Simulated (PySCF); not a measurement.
# F³⁺ (fluorine, charge +3) across methods

[He] 2s2 2p2, high-spin 3P determinant. Calculation: PySCF 2.14, in aug-cc-pCVQZ-DK; the spin-free X2C one-electron Hamiltonian (Gaussian nucleus).

```
method  E (hartree)  mean ε 2s α (eV)  mean ε 2s β (eV)  mean ε 2p α (eV)  Σ⟨r²⟩ (bohr²)   ⟨S²⟩
 HSE06     -95.5284           -96.599           -89.884           -78.057          3.566  2.001
r2SCAN     -95.5641           -94.748           -88.130           -76.399          3.560  2.002
   UHF    -95.41221           -108.36           -96.225           -88.109          3.558  2.003
   PBE     -95.5034           -93.025           -87.778           -75.050          3.574  2.001
M06-2X     -95.5957           -100.11           -93.171           -81.442          3.561  2.001
  BLYP     -95.5960           -92.851           -87.791           -75.084          3.576  2.001
  PBE0     -95.5200           -97.064           -90.314           -78.481          3.566  2.001
```

Estimate the same row for LDA.

E (hartree) = -94.9215; mean ε 2s α (eV) = -92.648; mean ε 2s β (eV) = -87.518; mean ε 2p α (eV) = -74.905; Σ⟨r²⟩ (bohr²) = 3.591; ⟨S²⟩ = 2.001.
